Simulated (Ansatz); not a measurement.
Ansatz results at the PBE0-D4/def2-TZVP geometry: LUMO energy (PBE0/def2-TZVPP) -1.81 eV; HOMO energy (PBE/def2-TZVPP) -5.77 eV; HOMO–LUMO gap (PBE0/def2-TZVPP) 5.10 eV.

Each molecule was computed in one conformer, which needn't be the lowest.

Q: Which molecule gave them?
A. `[NH2][Sn][SH]`
B. `CC(C)[O][Sn][F]`
C. `[CH3][Sn][Br]`
D. `[NH2][Sn][Cl]`

A: A. The others give `[CH3][Sn][Br]`: -2.79, -5.64, 3.87; `CC(C)[O][Sn][F]`: -2.25, -6.31, 5.40; `[NH2][Sn][Cl]`: -2.09, -6.34, 5.43.
